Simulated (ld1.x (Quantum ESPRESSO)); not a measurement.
**iron (Fe): one change to a TM potential, before and after**

```json
{"Element": "iron (Fe)", "Generator": "ld1.x (Quantum ESPRESSO) 7.5", "Type": "norm-conserving Troullier–Martins (Kleinman–Bylander form)", "Functional": "PBEsol", "Relativity": "scalar-relativistic", "Frozen core": "[Ar]", "Valence charge": "8", "Reference configuration": "3d6 4s0 4p0 (charge +2)", "Partial waves": "4s (bound, empty): rc 2.15 bohr; 4p (bound, empty): rc 2.85 bohr; 3d (bound): rc 0.95 bohr", "Local potential": "all-electron potential smoothed inside 2.05 bohr (lloc = -1)", "Core correction": "none"}
```

Change: core correction a·sin(br)/r model core inside 0.44 bohr.

Cutoffs: the cutoffs (Ry, on a coarse ladder) from which the occupation-weighted sum of valence levels, in a spherical-Bessel basis at the reference potential, stays within 10 and 1 mRy of its value at 400 Ry; they do not see the model core or the augmentation charge, which bear on the density cutoff. Errors are all-electron minus pseudo energies relative to the spin-unpolarised reference configuration.

Q: How do hardness, ghosts and transferability respond?

A: The potential gets neither clearly harder nor softer (200 Ry and 300 Ry → 200 Ry and 300 Ry); of the 7 tests that both files solve, the error grows in 2 and shrinks in 5 by more than 15 % and 0.3 meV (median size 138.0 → 18.1 meV); neither file shows a bound ghost. A model core, the more so a compact one, raises the density cutoff, which this test does not measure.

```csv
quantity,base,changed
"cutoff, loose",200 Ry,200 Ry
"cutoff, tight",300 Ry,300 Ry
bound ghosts,none,none
"error for 3d6 4s2 4p0, meV [ΔE -24.86 eV]",+138,-34
"error for 3d6 4s1 4p0, meV [ΔE -16.12 eV]",+63,-14
"error for 3d5 4s0 4p0, meV [ΔE 34.19 eV]",-250,-398
"error for 3d6 4s0 4p2, meV [ΔE -16.37 eV]",+75,-7.0
"error for 3d6.5 4s1.5 4p0, meV [ΔE -25.59 eV]",+155,+2.1
"error for 3d6 4s1 4p1, meV [ΔE -20.73 eV]",+103,-18
"error for 3d5 4s2 4p0, meV [ΔE -10.63 eV]",-311,-538
s: phases at 3.11 bohr within 0.05 rad from the reference energy up to (Ry; the scan ends near 5),-0.1,-0.1
p: phases at 3.11 bohr within 0.05 rad from the reference energy up to (Ry; the scan ends near 5),0.8,0.8
d: phases at 3.11 bohr within 0.05 rad from the reference energy up to (Ry; the scan ends near 5),-0.4,-0.4
```
